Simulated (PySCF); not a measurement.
## Electronic absorption of C4H4F2S

Species: C4H4F2S.
SMILES: `FCSC1=C(F)C1`

Level of theory: PySCF, TDDFT PBE0/def2-SVPD, vertical, gas phase, core orbitals frozen in the response. Geometry: GFN2-xTB, one conformer, isolated molecule. Torsions of this conformer, `[F:1][CH2:2][S:3][C:4]1=[C:5]([F:6])[CH2:7]1`: F1–C2–S3–C4 -74°, C2–S3–C4–C5 168°.

| state | E (eV) | ν̃ (cm⁻¹) | f | main configurations (H = HOMO, L = LUMO) |
| --- | --- | --- | --- | --- |
| S1 | 5.13 | 41350 | 0.0043 | H→L (94%) |
| S2 | 5.73 | 46200 | 0.031 | H→L+1 (60%), H→L+2 (38%) |
| S3 | 6.12 | 49390 | 0.157 | H→L+2 (58%), H→L+1 (34%) |
| S4 | 6.46 | 52120 | 0.010 | H→L+3 (94%) |
| S5 | 6.76 | 54510 | 0.021 | H→L+4 (91%) |
| S6 | 6.99 | 56350 | 0.0084 | H→L+5 (91%) |
| S7 | 7.28 | 58710 | 0.013 | H→L+6 (81%) |
| S8 | 7.43 | 59930 | 0.014 | H→L+8 (31%), H-1→L (29%), H→L+6 (12%) |

Triplets, Tamm–Dancoff:

```
state  E (eV)  λ (nm)  main configurations (H = HOMO, L = LUMO)
   T1    4.07   304.8       H→L+1 (70%), H→L+2 (11%), H→L (10%)
   T2    4.80   258.2                                 H→L (81%)
   T3    5.56   223.0                  H→L+2 (77%), H→L+1 (16%)
```

The lowest singlet comes at 242 nm (495 kJ/mol) in the ultraviolet; it is very weak; its leading configuration is HOMO→LUMO (94%). The most intense listed level is S3 at 6.12 eV (202 nm, f = 0.157), 1.00 eV above S1. Löwdin shares by element: HOMO carbon 48% or more, sulfur 31% (atoms not listed hold the other 21%); LUMO sulfur 49%, carbon 31% or more (atoms not listed hold the other 20%). Of the 8 states listed, 6 reach f = 0.01 and none stays under 0.0005. Orbital energies (eV): HOMO-3 -9.70, HOMO-2 -9.23, HOMO-1 -8.95, HOMO -6.62, LUMO -0.11, LUMO+1 0.17, LUMO+2 0.52. The oscillator strengths of these states sum to 0.259; summed over the whole spectrum of an exact calculation they would give the number of electrons, 62 (Thomas–Reiche–Kuhn). No computed singlet lies in the visible range (380 to 750 nm); the lowest, at 242 nm, stands 1.86 eV above its violet end (3.26 eV). The window holds the lowest 8 singlets.
